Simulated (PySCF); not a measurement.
One of the candidates below gave these computed data.

All candidates are C4H9ClO2Si2.

- Rotational structure: rotational constants A, B, C: 1.335, 0.673, 0.534 GHz [GFN2-xTB]
- 1H NMR: chemical shifts (computed TMS as zero) by class: 5.20 (3 H), 2.46 (1 H), 2.28 (1 H), 1.74 (1 H), 1.74 (1 H), 1.40 (1 H), 1.26 (1 H) ppm [GIAO PBE0/pcSseg-1]
- NMR, other nuclei: isotropic shieldings of nuclei other than C and H, by class: -347 (1 O), 282 (1 O), 344 (1 Si), 389 (1 Si), 893 (1 Cl) ppm [GIAO PBE0/pcSseg-1]
- 13C NMR: chemical shifts (computed TMS as zero) by class: 214.4 (1 C), 43.2 (1 C), 33.7 (1 C), 21.9 (1 C) ppm [GIAO PBE0/pcSseg-1]
- Dipole: 2.38 D [PBE0/pcSseg-1]

Electronic properties: PySCF, gas phase, density fitting. Levels stand in brackets. One conformer (not necessarily the lowest) at the GFN2-xTB geometry, without solvent, vibrations or thermal averaging. Each NMR value is the plain mean over a class of atoms that symmetry, rotation or inversion makes alike.

Problem. Which candidate is it?
A. `CC(=O)[C@@H]1C[SiH2]O[Si@H]1Cl`
B. `COC1=CO[Si@@H](CCl)[SiH2]1`
C. `O=C1CC[Si@@](Cl)(O[SiH3])C1`

Solution. C. It is `O=C1CC[Si@@](Cl)(O[SiH3])C1`. Numbering: `[O:1]=[C:2]1[CH2:3][CH2:4][Si@@:5]([Cl:6])([O:7][SiH3:8])[CH2:9]1`. Its formula, C4H9ClO2Si2, gives 2 degrees of unsaturation: 1 ring and 1 π bond in the structure found. 4 carbons fall into 4 classes; from least to most shielded: ketone carbonyl carbon [C2] (214.4 ppm), sp3 carbon next to a carbonyl [C3] (43.2 ppm), ring sp3 carbon bound to silicon [C9] (33.7 ppm), ring sp3 carbon bound to silicon [C4] (21.9 ppm). Hydrogen classes from least to most shielded: 3 H on an oxygen-bound silicon, Si8 (5.20 ppm), 1 H on an sp3 carbon next to a carbonyl, C3 (2.46 ppm), 1 H on an sp3 carbon next to a carbonyl, C3 (2.28 ppm), 1 H on an sp3 carbon bound to silicon, C9 (1.74 ppm), 1 H on an sp3 carbon bound to silicon, C9 (1.74 ppm), 1 H on an sp3 carbon bound to silicon, C4 (1.40 ppm), 1 H on an sp3 carbon bound to silicon, C4 (1.26 ppm). The other shieldings belong to: -347 ppm, ketone oxygen [O1]; 282 ppm, siloxane oxygen [O7]; 344 ppm, chlorine-bound silicon [Si5]; 389 ppm, oxygen-bound silicon [Si8]; 893 ppm, silicon-bound chlorine [Cl6]. The optimised geometry has point group C1 and is an asymmetric top.

The others, at the same levels:
- `CC(=O)[C@@H]1C[SiH2]O[Si@H]1Cl` fails: its computed 13C shifts are 216.2 (1 C), 52.4 (1 C), 32.6 (1 C), 16.5 (1 C) ppm, 1H shifts are 5.57 (1 H), 5.29 (1 H), 5.20 (1 H), 2.98 (1 H), 2.20 (3 H), 1.15 (1 H), 1.03 (1 H) ppm and smallest rotational constant is 0.648 GHz (against 0.534 GHz).
- `COC1=CO[Si@@H](CCl)[SiH2]1` fails: its computed 13C shifts are 152.6 (1 C), 141.1 (1 C), 57.8 (1 C), 30.6 (1 C) ppm, 1H shifts are 6.33 (1 H), 5.16 (1 H), 4.45 (1 H), 4.31 (1 H), 3.62 (3 H), 3.38 (1 H), 3.14 (1 H) ppm and rotational constant A is 2.795 GHz (against 1.335 GHz).

Each candidate is one conformer, not necessarily the lowest. The conformers computed, where there is a choice (atom-mapped SMILES and torsion angles):
- `[CH3:1][O:2][C:3]1=[CH:4][O:5][Si@@H:6]([CH2:7][Cl:8])[SiH2:9]1`: C1–O2–C3–C4 -1°, O5–Si6–C7–Cl8 -171°

The conformers of `O=C1CC[Si@@](Cl)(O[SiH3])C1` and `CC(=O)[C@@H]1C[SiH2]O[Si@H]1Cl` aren't listed.
